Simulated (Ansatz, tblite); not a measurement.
Forces on Al₉As₉H₂₄, a nanocrystal cut from wurtzite AlAs (hydrogen-capped) at its PBE-D4/def2-SVP geometry. Charge 0, multiplicity 1.

The xTB rows come from tblite. Single mean-field runs in def2-TZVP are fitted with def2-universal-jkfit.

GFN2-xTB (tblite), largest force 0.55 eV/Å:

```xyz
42
positions Å, forces eV/Å
Al    4.367    0.807    2.358    0.043   -0.074   -0.079
As    2.409    2.093    3.403    0.077   -0.087   -0.092
As    2.977   -0.274    0.565    0.303    0.237    0.396
Al    1.333   -1.904    1.454    0.319   -0.373    0.122
Al    0.051    2.000    2.555   -0.146    0.257    0.283
As   -0.455   -0.433    2.449   -0.155    0.175   -0.044
As    0.169   -3.007   -0.438   -0.349   -0.395    0.162
Al   -1.411   -4.817    0.298    0.097   -0.020   -0.060
Al   -2.756   -0.730    1.551   -0.344    0.064    0.212
As   -3.053   -3.217    1.447    0.118   -0.050   -0.075
Al    2.118    1.344   -1.106    0.433    0.094   -0.245
As    0.258    2.512    0.130   -0.204   -0.030    0.119
As    0.923    0.114   -2.898   -0.173    0.329   -0.407
Al   -0.805   -1.500   -2.150    0.012   -0.315   -0.396
Al   -2.000    2.390   -0.905   -0.290    0.287    0.038
As   -2.392   -0.065   -0.819   -0.021    0.150    0.183
Al    0.137    1.601   -4.765    0.084   -0.079   -0.012
As   -1.580    2.858   -3.332    0.104   -0.098   -0.041
H     4.815   -0.267    3.458   -0.026    0.298   -0.199
H     5.330    1.925    1.735   -0.153   -0.237    0.222
H     2.317    1.804    4.898    0.070    0.300   -0.222
H     2.744    3.576    3.521   -0.072   -0.289    0.237
H     3.943   -1.143   -0.240   -0.083    0.001   -0.024
H     1.916   -2.906    2.552   -0.174    0.253   -0.200
H    -0.986    2.897    3.375    0.268   -0.206   -0.180
H    -0.570   -0.854    3.912    0.029   -0.004   -0.070
H     1.295   -3.719   -1.186    0.004    0.086    0.007
H    -0.767   -5.691    1.475   -0.212    0.116   -0.266
H    -2.205   -5.424   -0.954    0.140    0.050    0.328
H    -3.916    0.047    2.326    0.265   -0.209   -0.181
H    -3.313   -3.658    2.884   -0.200    0.035   -0.321
H    -4.470   -3.439    0.927    0.185   -0.038    0.330
H     3.198    2.398   -1.629   -0.280   -0.185    0.145
H     0.605    3.998    0.091    0.012   -0.074   -0.015
H     2.006   -0.776   -3.506   -0.019   -0.011    0.084
H    -1.575   -2.247   -3.333    0.114    0.198    0.286
H    -3.128    3.303   -0.238    0.266   -0.206   -0.183
H    -3.761   -0.247   -1.471    0.075   -0.012    0.007
H     1.257    2.681   -5.144   -0.292   -0.210   -0.007
H    -0.721    0.770   -5.831    0.191    0.257    0.162
H    -1.353    4.364   -3.423   -0.272   -0.248   -0.097
H    -2.951    2.836   -3.998    0.260    0.261    0.093
```

PBE-D4/def2-TZVP (Ansatz), largest force 0.08 eV/Å:

```
Al 0.023 -0.001 0.005
As -0.005 0.039 0.049
As 0.041 -0.034 -0.031
Al -0.003 -0.003 0.018
Al -0.027 0.016 0.012
As -0.006 -0.013 0.050
As 0.044 -0.031 -0.030
Al 0.000 -0.024 -0.003
Al -0.020 0.023 0.014
As -0.054 -0.008 0.032
Al 0.002 0.018 0.001
As 0.010 0.051 0.000
As 0.044 -0.035 -0.027
Al -0.017 -0.001 -0.006
Al -0.022 0.015 0.021
As -0.047 -0.005 -0.021
Al 0.006 0.001 -0.023
As -0.040 0.047 -0.011
H -0.014 0.045 -0.039
H -0.034 -0.042 0.029
H 0.007 0.019 -0.073
H -0.015 -0.074 0.000
H -0.045 0.044 0.042
H -0.022 0.033 -0.031
H 0.043 -0.038 -0.035
H 0.010 0.016 -0.071
H -0.057 0.032 0.038
H -0.029 0.029 -0.045
H 0.028 0.019 0.051
H 0.049 -0.032 -0.033
H 0.008 0.020 -0.073
H 0.069 0.008 0.030
H -0.037 -0.030 0.019
H -0.012 -0.072 -0.001
H -0.054 0.046 0.027
H 0.020 0.026 0.039
H 0.047 -0.039 -0.028
H 0.068 0.005 0.028
H -0.046 -0.039 0.010
H 0.033 0.036 0.037
H -0.016 -0.075 0.001
H 0.068 0.006 0.031
```

r2SCAN-D4/def2-TZVP (Ansatz), largest force 0.38 eV/Å:

```
Al 0.027 0.005 0.014
As 0.008 0.230 0.298
As 0.209 -0.156 -0.134
Al 0.012 -0.030 0.048
Al -0.029 0.023 0.021
As -0.059 -0.044 0.283
As 0.200 -0.164 -0.138
Al -0.008 -0.029 0.002
Al -0.031 0.023 0.021
As -0.319 -0.088 0.179
Al 0.031 0.047 -0.013
As 0.022 0.291 0.019
As 0.202 -0.155 -0.145
Al -0.038 -0.021 -0.038
Al -0.030 0.024 0.020
As -0.279 -0.002 -0.088
Al 0.001 0.009 -0.029
As -0.228 0.279 -0.107
H -0.038 0.135 -0.132
H -0.103 -0.140 0.084
H 0.022 0.060 -0.312
H -0.066 -0.310 -0.024
H -0.191 0.176 0.164
H -0.067 0.114 -0.124
H 0.130 -0.110 -0.100
H 0.028 0.079 -0.294
H -0.229 0.139 0.151
H -0.083 0.091 -0.148
H 0.098 0.057 0.156
H 0.143 -0.099 -0.096
H 0.055 0.089 -0.300
H 0.296 0.043 0.108
H -0.123 -0.119 0.060
H -0.063 -0.299 0.004
H -0.218 0.181 0.118
H 0.086 0.086 0.135
H 0.140 -0.112 -0.085
H 0.277 0.032 0.126
H -0.137 -0.132 0.029
H 0.111 0.107 0.115
H -0.046 -0.315 0.016
H 0.287 0.004 0.135
```
